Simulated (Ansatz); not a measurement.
Ansatz (a program for electronic structure) input:

Ansatz 0.2 input:
```yaml
crystal:
  periodic: [false, false, false]
  atoms:
    - {symbol: Sc, position_ang: [-0.00000000, -0.00000000, -0.99845799]}
    - {symbol: Cl, position_ang: [0.00000000, 0.00000000, 1.23338929]}
basis:
  gaussian:
    orbitals: def2-TZVP
hamiltonian:
  xc: b3lyp
  dispersion: d3bj
phonons: {temperatures: {t_min: 298.15, t_max: 298.15, t_step: 100}}
```

Task: Predict the final energy.

Result: -1220.95984 Eh (B3LYP-D3(BJ)/def2-TZVP). The basis has 82 functions.
